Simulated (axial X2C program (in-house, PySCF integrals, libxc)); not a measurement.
## What spin–orbit coupling does to BrF

Computed with an in-house relativistic program for diatomic molecules. Spin-free means the one-electron spin-free X2C Hamiltonian; two-component (2c) means X2C with spin–orbit coupling and atomic mean-field two-electron Coulomb and Gaunt terms, so the difference of the two also holds small scalar two-electron terms. Basis: Br dyall-v3z [8s9p6d1f], F dyall-v3z [6s5p2d1f] (cores contracted in-house); Gaussian nuclei, density fitting, unrestricted open shells. Masses: Br 78.918 u, F 18.998 u.

Spin-free state: M_S = 0, Λ = 0 (closed shell); fragments Br + F.

```json
{"level": "PBE0", "Re (Å)": "1.755", "ωe (cm⁻¹)": "702.0", "De (eV)": "2.616", "μ (D)": "-1.44"}
{"level": "HF", "Re (Å)": "1.717", "ωe (cm⁻¹)": "776.3", "De (eV)": "0.423", "μ (D)": "-1.61"}
{"level": "MP2", "Re (Å)": "1.717", "ωe (cm⁻¹)": "775.3", "De (eV)": "n/a", "μ (D)": "n/a"}
{"level": "r2SCAN", "Re (Å)": "1.769", "ωe (cm⁻¹)": "677.2", "De (eV)": "2.708", "μ (D)": "-1.36"}
```

Correlated methods: 6 electrons correlated (number of frozen shells: Br 3 s, 2 p, 1 d; F 2 s, 1 p), 150 virtual spin orbitals or spinors in MP2.

Dipoles are positive if F is the positive end.

Two-component determinant lowest at the distance of the search:

Ω = 0 (closed shell); fragments Br + F.

```csv
level,Re (Å),ωe (cm⁻¹),De (eV),μ (D)
PBE0,1.757,697.1,2.528,-1.46
HF,1.718,772.5,0.264,-1.63
MP2,1.719,771.4,n/a,n/a
r2SCAN,1.771,672.9,n/a,-1.38
```

Problem. From the two tables, how do the constants change at the MP2 level (2c against spin-free)?

Solution. At the MP2 level Re increases by 0.002 Å and ωe goes down by 3.9 cm⁻¹.

The state is a single determinant with fixed occupations, the lowest that a limited PBE0 search found. The closed shell is kept restricted, so the energy runs too high when the bond is stretched far. De is counted from the lowest determinant-based energies of the atoms at the same level, without counterpoise correction. De is not given where an atomic determinant may have missed its ground term or J level, or where the truncated virtual space spoils (T). In 2c an atomic determinant is not the ground J level, so De misses part of the atomic spin–orbit lowering. This holds for PBE0. The functionals have no current-density term, which raises determinants with orbital currents, atoms included. With the outer-core shells frozen, correlated bond lengths of heavy atoms tend to come out a few hundredths of an ångström too long.
